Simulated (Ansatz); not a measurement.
Energy difference R1 → P1 + P2, each structure at its B3LYP-D3(BJ)/def2-TZVP stationary point, reached from a drawn start (curvature not checked).
R1: F4Ti (SMILES [F][Ti]([F])([F])[F]), charge 0, multiplicity 1.
P1, F3Ti (SMILES [F][Ti]([F])[F]) (charge 0, multiplicity 2):
```xyz
4

Ti     0.000     0.000     0.000
F      1.780    -0.010    -0.010
F     -0.881     1.546    -0.001
F     -0.898    -1.536     0.011
```
P2: F atom, charge 0, multiplicity 2.

P less R. No zero-point or thermal terms; singlets are restricted closed shells; open shells are unrestricted; no spin–orbit coupling. The spin states of the d-block species are the ones drawn and need not be the lowest.

Correlated levels freeze the cores.

Run with Ansatz (a quantum-chemistry and plane-wave program) with Gaussian orbitals. Each number belongs to the level named beside it.

Total energies in hartree:

| structure | PBE/def2-TZVPP | B3LYP/def2-TZVPP | CCSD(T)/def2-QZVPP |
|---|---|---|---|
| R1 | -1248.754724 | -1249.344913 | -1247.952752 |
| P1 | -1148.854354 | -1149.366584 | -1148.098509 |
| P2 | -99.669123 | -99.770147 | -99.651180 |

Q: Work out the reaction energy at each level in kcal/mol (1 hartree = 627.50947 kcal/mol), and say how far PBE/def2-TZVPP lies from CCSD(T)/def2-QZVPP.

A: 
- PBE/def2-TZVPP: (-1148.854354) + (-99.669123) − (-1248.754724) = 0.231247 hartree = 145.11 kcal/mol
- B3LYP/def2-TZVPP: (-1149.366584) + (-99.770147) − (-1249.344913) = 0.208182 hartree = 130.64 kcal/mol
- CCSD(T)/def2-QZVPP: (-1148.098509) + (-99.651180) − (-1247.952752) = 0.203063 hartree = 127.42 kcal/mol
PBE/def2-TZVPP less CCSD(T)/def2-QZVPP: 17.69 kcal/mol. CCSD(T)/def2-QZVPP is the level counted from, the highest shown, and no exact or measured value.
